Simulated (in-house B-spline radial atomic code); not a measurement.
Radial electron density of Cl8+, [He] 2s2 2p5. Level of theory: scalar-relativistic (X2C) TPSS, spin-polarised, spherical fractional occupations, Fermi nucleus of rms radius 3.3654 fm; calculated with an all-electron radial atomic-structure program (B-spline basis).

Columns: r (bohr), 4πr²n(r) (electrons per bohr), bar.

```
 0.00341   0.4756 #
 0.00397   0.6263 #
 0.00463   0.8251 ##
 0.00539     1.08 ##
 0.00627    1.406 ###
 0.00731    1.829 ####
 0.00851     2.36 #####
  0.0099    3.024 #######
  0.0115    3.837 #########
  0.0134    4.851 ###########
  0.0156    6.063 ##############
  0.0182     7.51 #################
  0.0212    9.155 #####################
  0.0247    10.98 #########################
  0.0287    12.89 #############################
  0.0335    14.88 #################################
   0.039     16.7 ######################################
  0.0454    18.22 #########################################
  0.0528    19.22 ###########################################
  0.0615    19.56 ############################################
  0.0716    19.13 ###########################################
  0.0834    17.95 ########################################
  0.0971    16.25 #####################################
   0.113    14.42 ################################
   0.132    12.89 #############################
   0.153    12.21 ###########################
   0.178    12.53 ############################
   0.208    13.81 ###############################
   0.242    15.48 ###################################
   0.282     16.8 ######################################
   0.328    17.01 ######################################
   0.382    15.73 ###################################
   0.445    13.07 #############################
   0.518    9.615 ######################
   0.603    6.143 ##############
   0.702    3.342 ########
   0.817    1.522 ###
   0.951    0.565 #
    1.11   0.1617 
    1.29  0.03637 
     1.5 0.005939
```

On this grid the curve has 2 maxima, near 0.0615, 0.328 bohr.

The 2p up radial function P(r) = rR(r), positive near the nucleus:

| r (bohr) | P |
| --- | --- |
| 0.00341 | 0.002059 |
| 0.00463 | 0.003684 |
| 0.00627 | 0.006555 |
| 0.00851 | 0.01169 |
| 0.0115 | 0.02058 |
| 0.0156 | 0.03623 |
| 0.0212 | 0.06336 |
| 0.0287 | 0.1084 |
| 0.039 | 0.183 |
| 0.0528 | 0.2988 |
| 0.0716 | 0.4715 |
| 0.0971 | 0.7085 |
| 0.132 | 1.001 |
| 0.178 | 1.295 |
| 0.242 | 1.516 |
| 0.328 | 1.543 |
| 0.445 | 1.316 |
| 0.603 | 0.895 |
| 0.817 | 0.4493 |
| 1.11 | 0.1499 |
| 1.5 | 0.02961 |
